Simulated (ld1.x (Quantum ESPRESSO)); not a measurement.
# An odd input for ld1.x (Quantum ESPRESSO) 7.5 (gallium (Ga))

Command:

```bash
ld1.x < Ga.in > Ga.out
```

Input:

```
&input
   title='Ga', zed=31., rel=1, dft='PBE', iswitch=3,
   config='[Ar] 3d10 4s2 4p0.5',
   nld=2, rlderiv=2.15, eminld=-3.0, emaxld=5.0, deld=0.02
 /
 &inputp
   pseudotype=3, lpaw=.true., tm=.true., lloc=-1, rcloc=1.45,
   nlcc=.true., new_core_ps=.true., rcore=1.25,
   which_augfun='PSQ', rmatch_augfun_nc=.true.,
   file_pseudopw='Ga.UPF', file_wfcaegen='ae.wfc', file_wfcncgen='nc.wfc', file_beta='beta', file_chi='chi', file_wfcusgen='us.wfc'
 /
4
4S  1  0   2.00   0.30  1.55  1.95  0.0
4S  1  0   0.00   3.40  1.55  1.95  0.0
4P  2  1   0.50   0.00  1.25  1.75  0.0
4P  2  1   0.00   0.30  1.25  1.75  0.0
 &test
   configts(1)='4s2 4p0.5'
 /
```

Output:

```
Program LD1 v.7.5

 %%%%%%%%%%%%%%%%%%%%%%%%%%%%%%%%%%%%%%%%%%%%%%%%%%%%%%%%%%%%%%%%%%%%%%%%%%%%%%
     Error in routine ld1_readin (1):
     unbound states must be empty
 %%%%%%%%%%%%%%%%%%%%%%%%%%%%%%%%%%%%%%%%%%%%%%%%%%%%%%%%%%%%%%%%%%%%%%%%%%%%%%

     stopping ...
```

Problem. This input was made by a single change from one that runs to its end. What was changed?

Solution. The change: an energy typed for the occupied state 4S. The program refuses the input: "ld1_readin: unbound states must be empty".
